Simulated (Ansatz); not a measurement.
C$_{4}$H$_{9}$NaO, charge +1, doublet, at the geometry of the source list (a state made from the parent by changing its charge; the spin is typed, not shown lowest); CAM-B3LYP/6-31G run with Ansatz (a quantum-chemistry and plane-wave program).

The Ansatz input:
Ansatz 0.2 input:
```yaml
crystal:
  periodic: [false, false, false]
  atoms:
    - {symbol: Na, position_ang: [1.75540000, 2.12710000, 1.42110000]}
    - {symbol: O, position_ang: [0.33980000, 0.98330000, 1.23090000]}
    - {symbol: C, position_ang: [-0.00320000, 0.13190000, 0.22460000]}
    - {symbol: C, position_ang: [1.09250000, -0.92960000, -0.01160000]}
    - {symbol: C, position_ang: [-1.31440000, -0.60360000, 0.59010000]}
    - {symbol: C, position_ang: [-0.23230000, 0.89090000, -1.10010000]}
    - {symbol: H, position_ang: [0.79550000, -1.64270000, -0.77630000]}
    - {symbol: H, position_ang: [1.27870000, -1.46100000, 0.91880000]}
    - {symbol: H, position_ang: [2.01770000, -0.43470000, -0.32360000]}
    - {symbol: H, position_ang: [-1.16720000, -1.15260000, 1.51560000]}
    - {symbol: H, position_ang: [-1.61260000, -1.29120000, -0.19690000]}
    - {symbol: H, position_ang: [-2.09990000, 0.12920000, 0.74920000]}
    - {symbol: H, position_ang: [0.69920000, 1.37720000, -1.40690000]}
    - {symbol: H, position_ang: [-0.98950000, 1.65590000, -0.94480000]}
    - {symbol: H, position_ang: [-0.55990000, 0.22000000, -1.89000000]}
basis:
  gaussian:
    orbitals: 6-31G
    final_grid: {core_spheres: 10, valence_spheres: 20, degree: 41}
hamiltonian:
  xc: cam_b3lyp
total_charge: 1
magnetization: {spin_polarized: true, initial_magnetization: 1}
```

What the program printed (banner, timings and long lists left out):

```
Functional definition: CAM-B3LYP
1007 factors; integrals over basis functions are off by at most 1.6e-4 eV
446 factors; integrals over basis functions are off by at most 2.2e-5 eV
mean field evaluation 1: about -10732.9369 eV, gradient 5.2e1 eV
mean field evaluation 2: about -10724.5812 eV, gradient 7.1e1 eV
mean field evaluation 4: about -10745.3078 eV, gradient 6.4e0 eV
mean field evaluation 8: about -10745.8173 eV, gradient 5.7e-1 eV
mean field evaluation 16: about -10745.8198 eV, gradient 1.3e-3 eV
mean field evaluation 32: about -10745.8093 eV, gradient 4.8e-2 eV
mean field -10745.81985132 eV, -394.9015957578 hartree, gradient 3.2e-6 eV, S^2 0.753732; 2 other end points of the search recorded, 0 dependent functions left out
reference -10745.82000770 eV, -394.9016015045 hartree; 26, 25 occupied and 50, 51 virtual orbitals, 1007 factors
Total energy: -10745.82000770 eV, -394.9016015045 hartree
```
